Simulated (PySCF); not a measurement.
Ag2, charge -1, doublet (typed; the unrestricted solution is spin-contaminated), at a GFN2-xTB geometry of the parent state (such geometries of metal compounds can be far from the true shape) (a state made from the parent by changing its charge; the spin is typed, not shown lowest) (core potentials on Ag); HF/def2-SVP (PySCF).

PySCF was given this input:
```python
from pyscf import gto, scf

mol = gto.Mole()
mol.atom = '''
    Ag   -0.000000   -0.000000   -1.296451
    Ag    0.000000    0.000000    1.296451
'''
mol.basis = 'def2-svp'
mol.ecp = {'Ag': 'def2-svp'}
mol.charge = -1
mol.spin = 1
mol.verbose = 4
mol.build()

mf = scf.UHF(mol)
mf.kernel()
```

The log (banner, timings and long lists left out):

```
PySCF version 2.14.0

[INPUT] verbose = 4
[INPUT] num. atoms = 2
[INPUT] num. electrons = 39
[INPUT] charge = -1
[INPUT] spin (= nelec alpha-beta = 2S) = 1
[INPUT] symmetry False subgroup None
[INPUT] Mole.unit = angstrom
[INPUT] Symbol           X                Y                Z      unit          X                Y                Z       unit  Magmom
[INPUT]  1 Ag     0.000000000000   0.000000000000  -1.296451000000 AA    0.000000000000   0.000000000000  -2.449937323918 Bohr   0.0
[INPUT]  2 Ag     0.000000000000   0.000000000000   1.296451000000 AA    0.000000000000   0.000000000000   2.449937323918 Bohr   0.0

nuclear repulsion = 73.6753541561231
number of shells = 22
number of NR pGTOs = 114
number of NR cGTOs = 62
basis = def2-svp
ecp = {'Ag': 'def2-svp'}

******** <class 'pyscf.scf.uhf.UHF'> ********
method = UHF
initial guess = minao
damping factor = 0
level_shift factor = 0
DIIS = <class 'pyscf.scf.diis.CDIIS'>
diis_start_cycle = 1
diis_space = 8
diis_damp = 0
SCF conv_tol = 1e-09
SCF conv_tol_grad = None
SCF max_cycles = 50
direct_scf = True
direct_scf_tol = 1e-13
number electrons alpha = 20  beta = 19
Set gradient conv threshold to 3.16228e-05
init E= -265.906751301893

cycle= 1 E= -291.14511952287  delta_E= -25.2  |g|= 1.41  |ddm|= 3.85
cycle= 2 E= -291.366399705926  delta_E= -0.221  |g|= 1.44  |ddm|= 6.87
cycle= 3 E= -292.176312149019  delta_E= -0.81  |g|= 0.0677  |ddm|= 5.42
cycle= 4 E= -292.185269848894  delta_E= -0.00896  |g|= 0.0277  |ddm|= 0.42
cycle= 5 E= -292.187514500619  delta_E= -0.00224  |g|= 0.0163  |ddm|= 0.173
cycle= 6 E= -292.188599420385  delta_E= -0.00108  |g|= 0.00777  |ddm|= 0.14
cycle= 7 E= -292.189022979118  delta_E= -0.000424  |g|= 0.00392  |ddm|= 0.104
cycle= 8 E= -292.18913883302  delta_E= -0.000116  |g|= 0.000751  |ddm|= 0.0645
cycle= 9 E= -292.189140318851  delta_E= -1.49e-06  |g|= 0.000246  |ddm|= 0.0108
cycle= 10 E= -292.189140443475  delta_E= -1.25e-07  |g|= 5.13e-05  |ddm|= 0.00309
cycle= 11 E= -292.189140449318  delta_E= -5.84e-09  |g|= 1.08e-05  |ddm|= 0.00025
cycle= 12 E= -292.189140449617  delta_E= -2.99e-10  |g|= 3.24e-06  |ddm|= 0.000211
Extra cycle  E= -292.189140449639  delta_E= -2.19e-11  |g|= 1.51e-06  |ddm|= 3.05e-05
converged SCF energy = -292.189140449639  <S^2> = 0.91640064  2S+1 = 2.1600006
```
